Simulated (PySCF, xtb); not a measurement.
Si(F)2(vinyl)(OH) (C2H4F2OSi), SMILES C=C[Si](O)(F)F. The values are those of a single conformer.

Harmonic wavenumbers (cm⁻¹) from GFN2-xTB in xtb at its own minimum, in rising order: 38, 134, 142, 207, 235, 274, 279, 373, 523, 686, 770, 854, 874, 930, 979, 1026, 1027, 1281, 1411, 1675, 3041, 3089, 3125, 3637.

What does B3LYP-D3(BJ)/def2-SVP in PySCF 2.14.0 give at its own minimum? (Estimate from the structure and the level; the computed values follow.)

61, 139, 170, 235, 286, 333, 339, 417, 552, 682, 762, 899, 940, 973, 1014, 1024, 1036, 1283, 1424, 1674, 3126, 3148, 3223, 3887. Paired by order, the mean absolute difference is 44 cm⁻¹ and the zero-point energies are 38.0 and 39.5 kcal/mol.
